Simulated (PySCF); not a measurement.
# Energy of Si⁺ (silicon, charge +1) between two integer charges

The 3p alpha orbital of [Ne] 3s2 3p1 is emptied in steps (occupation f), with all orbitals relaxed, ending at [Ne] 3s2. Computed with PySCF 2.14 in def2-TZVP, with the non-relativistic Hamiltonian (point nucleus). The exact energy is a straight line in f; departures are measured from the line between the end points of the same method.

| f | UHF (eV) | LDA (eV) | PBE (eV) | PBE0 (eV) | r2SCAN (eV) | LC-wPBE (eV) | BHandHLYP (eV) | wB97X (eV) | HSE06 (eV) | B3LYP (eV) |
| --- | --- | --- | --- | --- | --- | --- | --- | --- | --- | --- |
| 1 | 0.000 | 0.000 | 0.000 | 0.000 | 0.000 | 0.000 | 0.000 | 0.000 | 0.000 | 0.000 |
| 0.8 | 0.059 | -0.690 | -0.675 | -0.494 | -0.630 | -0.070 | -0.325 | -0.115 | -0.559 | -0.543 |
| 0.6 | 0.087 | -1.038 | -1.012 | -0.739 | -0.937 | -0.101 | -0.487 | -0.168 | -0.835 | -0.813 |
| 0.4 | 0.086 | -1.040 | -1.009 | -0.734 | -0.926 | -0.095 | -0.485 | -0.164 | -0.831 | -0.811 |
| 0.2 | 0.056 | -0.693 | -0.668 | -0.485 | -0.609 | -0.058 | -0.321 | -0.107 | -0.549 | -0.538 |
| 0 | 0.000 | 0.000 | 0.000 | 0.000 | 0.000 | 0.000 | 0.000 | 0.000 | 0.000 | 0.000 |

```tsv
method	E(f=0) − E(f=1) (eV)	−ε at f=1 (eV)	−ε at f=0.4 (eV)
UHF	15.837	16.211	15.760
LDA	16.373	12.080	17.237
PBE	16.418	12.203	17.282
PBE0	16.437	13.341	17.078
r2SCAN	16.524	12.565	17.354
LC-wPBE	16.580	16.126	16.693
BHandHLYP	16.289	14.252	16.705
wB97X	16.299	15.571	16.456
HSE06	16.430	12.934	17.149
B3LYP	16.417	13.028	17.109
```

Orbital energy along the path (eV):

```
  f      UHF      LDA      PBE     PBE0   r2SCAN  LC-wPBE  BHandHLYP    wB97X    HSE06    B3LYP
  1  -16.211  -12.080  -12.203  -13.341  -12.565  -16.126    -14.252  -15.571  -12.934  -13.028
0.8  -16.054  -13.773  -13.884  -14.589  -14.185  -16.329    -15.072  -15.880  -14.341  -14.382
0.6  -15.904  -15.495  -15.583  -15.839  -15.790  -16.521    -15.892  -16.179  -15.751  -15.746
0.4  -15.760  -17.237  -17.282  -17.078  -17.354  -16.693    -16.705  -16.456  -17.149  -17.109
0.2  -15.622  -18.978  -18.953  -18.284  -18.856  -16.827    -17.504  -16.708  -18.517  -18.453
  0  -15.489  -20.688  -20.543  -19.417  -20.267  -16.901    -18.277  -16.972  -19.819  -19.748
```

Reference removal energy between the ground levels: 16.346 eV (measured; NIST Atomic Spectra Database, ionization energies). The calculation has no spin-orbit coupling. UHF lacks correlation.
